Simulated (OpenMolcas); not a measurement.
**Rh2+: the spin-orbit constant, worked from levels**

```
Program             : OpenMolcas
Basis               : ANO-RCC-VTZP [7s6p4d2f1g]
Scalar Hamiltonian  : DKH2, point nucleus
Active space        : 7 electrons in 5 orbitals (4d)
State averaging     : 2S+1 = 4 even, 10 roots; 2S+1 = 2 even, 40 roots kept (CI in the orbitals of an earlier block)
Spin-orbit coupling : RASSI with atomic mean-field integrals over the reference wave functions, term energies averaged over their components
```

Methods: CASSCF; MS-CASPT2, IPEA 0.25 Eh, imaginary shift 0.1 Eh (closed shells correlated: 4s 4p). Measured levels: the list in Shadmi, J. Res. Natl. Bur. Stand. 70A, 435 (1966).

**The spin-orbit constant.** For the Hund term 4F of d7, E(J) = (A/2) J(J+1) + constant and ζ = -2S·A = -3A. From J = 3/2 to J = 9/2 the energy changes by 10.5 A.

| Source | E(9/2) - E(3/2) | A | ζ |
| --- | --- | --- | --- |
| CASSCF | -4313.2 | -410.8 | 1232 |
| MS-CASPT2 | -4271.7 | -406.8 | 1220 |
| measured | -4322.0 | -411.6 | 1235 |

All in cm-1. MS-CASPT2 is off by -1.2 % and CASSCF by -0.2 %. Both methods take the spin-orbit matrix elements from the reference wave functions, so the second can move ζ only through the term energies and any multistate remixing. Second-order mixing with other terms is absorbed into this ζ.

CASPT2 breaks the degeneracy within a term, and the mean is taken; among the terms shown or strongly mixed into the levels shown the widest spread is 810 cm-1 (4d7 4F, MS-CASPT2). Levels of configurations with an s electron are missing; early in the row they begin among the upper levels of the d shell and mix with terms of their name. Without dynamic correlation excited terms often stand tens of per cent too high (terms of higher spin than the ground term too low), and those without a measured partner can miss by more than the paired ones (holds for CASSCF). Computed and measured levels are paired by configuration, term and J; levels that our copy of the source lacks, or whose pairing is in doubt (as where it misses far off the trend of its configuration), stay unpaired and out of the deviations. Levels of configurations outside the active space are missing.
